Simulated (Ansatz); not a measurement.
Species: Si2H4, charge 0, triplet. Si2H4 (SMILES [SiH][SiH3], triplet).
B3LYP-D3(BJ)/def2-TZVP minimum from Ansatz (a first-principles code):
```
Si
H 1 1.4804
H 1 1.4844 2 109.21
H 1 1.4844 2 109.21 3 118.63
Si 1 2.3277 2 107.05 3 -120.69
H 5 1.4907 1 121.55 2 180.00
```
Charge 0, spin multiplicity 3.

Total energies in cc-pV(D+d)Z, 12 correlated electrons, 10 frozen orbitals. Radicals and triplets start from unrestricted determinants; spin-orbit coupling is neglected. Correlated methods leave the cores frozen. No relativity. The spin of H4Si2 ([SiH][SiH3], triplet) was assumed, and the state is the lowest solution found for it.

```json
[
 {"method": "HF", "program": "Ansatz", "energy (Eh)": "-580.12749", "minus CCSDT(Q) (mEh)": "221.47"},
 {"method": "MP2", "program": "Ansatz", "energy (Eh)": "-580.29805", "minus CCSDT(Q) (mEh)": "50.91"},
 {"method": "CCSD", "program": "Ansatz", "energy (Eh)": "-580.34196", "minus CCSDT(Q) (mEh)": "7.00"},
 {"method": "CCSD(T)", "program": "Ansatz", "energy (Eh)": "-580.34745", "minus CCSDT(Q) (mEh)": "1.51"},
 {"method": "CCSDT(Q)", "program": "Ansatz", "energy (Eh)": "-580.34896", "minus CCSDT(Q) (mEh)": "0.00"}
]
```

Rough core times of Ansatz's runs on a shared machine: CCSD(T) under 20 s, CCSDT(Q) 60 s.
